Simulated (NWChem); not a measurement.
System: AlHCl$_{2}$; SMILES [Cl][AlH][Cl]

**Question.** Give the equilibrium geometry at PBE-D3(BJ)/def2-SVP (NWChem) as a list of bonds and angles, with the point group.

**Answer.** point group C2v; any orientation.
Bonds (Å): Al1–H2 1.578, Al1–Cl3 2.105, Al1–Cl4 2.105. Bond angles (°): H2–Al1–Cl3 120.9, H2–Al1–Cl4 120.9, Cl3–Al1–Cl4 118.1.
